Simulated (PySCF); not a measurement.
# SbTe: energy against distance

Set-up: PySCF, scalar-relativistic core potentials, basis sets Sb def2-TZVPPD with ECP28, Te def2-TZVPPD with ECP28. Energies in eV from Sb + Te in their ground configurations at the same level. State: ²Π (doublet), unpaired electrons π ↑.

```json
{"R (Å)": "2.181", "B2PLYP": "-1.076", "r²SCAN": "-1.095"}
{"R (Å)": "2.282", "B2PLYP": "-2.008", "r²SCAN": "-2.008"}
{"R (Å)": "2.384", "B2PLYP": "-2.519", "r²SCAN": "-2.503"}
{"R (Å)": "2.460", "B2PLYP": "-2.687", "r²SCAN": "-2.677"}
{"R (Å)": "2.536", "B2PLYP": "-2.672", "r²SCAN": "-2.727"}
{"R (Å)": "2.612", "B2PLYP": "-2.574", "r²SCAN": "-2.686"}
{"R (Å)": "2.713", "B2PLYP": "-2.397", "r²SCAN": "-2.549"}
{"R (Å)": "2.840", "B2PLYP": "-2.140", "r²SCAN": "-2.307"}
{"R (Å)": "2.993", "B2PLYP": "-1.813", "r²SCAN": "-1.972"}
{"R (Å)": "3.195", "B2PLYP": "-1.369", "r²SCAN": "-1.520"}
```

Correlated steps freeze 8 core orbitals. ⟨S²⟩ of the unrestricted solution departs from its pure value on part of the curve, where spin states mix. These are scalar-relativistic numbers at best; spin–orbit coupling would shift them, the dissociation energy most. B2PLYP dipoles, levels and charges come from its SCF part alone. The state is the lowest determinant that a PBE0 search found; another state may lie lower at other levels.
